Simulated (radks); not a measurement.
Task: Valence configurations of I+ (all share [Kr]). Calculated with a radial shooting solver on a logarithmic mesh with Libxc functionals: scalar-relativistic Kohn-Sham, PBEsol, spin-unpolarised, spherical densities, finite nucleus; Fermi nuclear charge, rms radius 4.75 fm. Order these by energy: 4d9.5 5s2 5p4.5; 4d10 5s1.5 5p4.5; 4d10 5p6; 4d10 5s1 5p5; 4d8 5s2 5p6; 4d9 5s2 5p5; 4d10 5s2 5p4.

Result: From the lowest, in eV above it: 4d10 5s2 5p4 0.000; 4d10 5s1.5 5p4.5 5.484; 4d10 5s1 5p5 11.008; 4d10 5p6 22.174; 4d9.5 5s2 5p4.5 22.848; 4d9 5s2 5p5 47.033; 4d8 5s2 5p6 99.429. NIST lists [Kr] 4d10 5s2 5p4 as the ground configuration; this level of theory agrees among the configurations tried. The energies are those of spherical spin-averaged densities, not of single terms.
